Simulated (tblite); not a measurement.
Task: Write Cartesian coordinates for `C#C[Si@H](NC)[SiH]OC` [radical] as optimised with GFN2-xTB. (Doublet state.)

Result: 
```
atom  x, y, z in Å
C1    -0.3234   -3.3388   -0.9587
C2    -0.5427   -2.3161   -0.3624
Si3   -0.6737   -0.6690    0.4862
N4    -2.1514   -0.0549   -0.1695
C5    -2.7790    1.1630    0.2711
Si6    0.7858    1.0152    0.0163
O7     2.1956    0.3601    0.5381
C8     3.4836    0.8617    0.4452
H9    -0.1701   -4.2485   -1.4661
H10   -0.7333   -1.0161    1.9281
H11   -2.8372   -0.7410   -0.4430
H12   -3.4274    1.5590   -0.5138
H13   -3.3828    1.0208    1.1764
H14   -2.0054    1.8993    0.4879
H15    1.0474    1.5356   -1.3474
H16    3.6723    1.2895   -0.5429
H17    4.1877    0.0467    0.6212
H18    3.6453    1.6399    1.1971
```

Orientation and origin are arbitrary. Atoms count from 1 in this order. N4 (nitrogen bonded to C, Si and H) has angles 123.8°, 116.3° and 111.2°, sum 351.4°, 0.23 Å off the plane of its three neighbours. Si3 (silicon bonded to C, N, Si and H) is distorted tetrahedral (angles from 101.6° to 121.1°). Si6 (silicon bonded to O, Si and H) is pyramidal (angles 124.2°, 106.3° and 100.9°, sum 331.5°, 0.54 Å off the plane of its three neighbours). Of the pairs four or more bonds apart, Si6···H14 is among the closest relative to their van der Waals radii: 2.97 Å, 90 % of the sum of Bondi's values.

Bonds between heavy atoms (Å): C1≡C2 1.204, C2–Si3 1.858, Si3–N4 1.729, N4–C5 1.439, Si3–Si6 2.278, Si6–O7 1.640, O7–C8 1.385.

The geometry is computed with GFN2-xTB (gas phase). This method treats the open shell by occupation alone, without spin polarisation.

Point group: C1 (no symmetry element, even within 0.4 Å). Its GFN2-xTB frequencies are all real (lowest 35 cm⁻¹). Torsions: C2–Si3–N4–C5 174°, C2–Si3–Si6–O7 -64°, Si3–Si6–O7–C8 175°.

One conformer stands for the species.
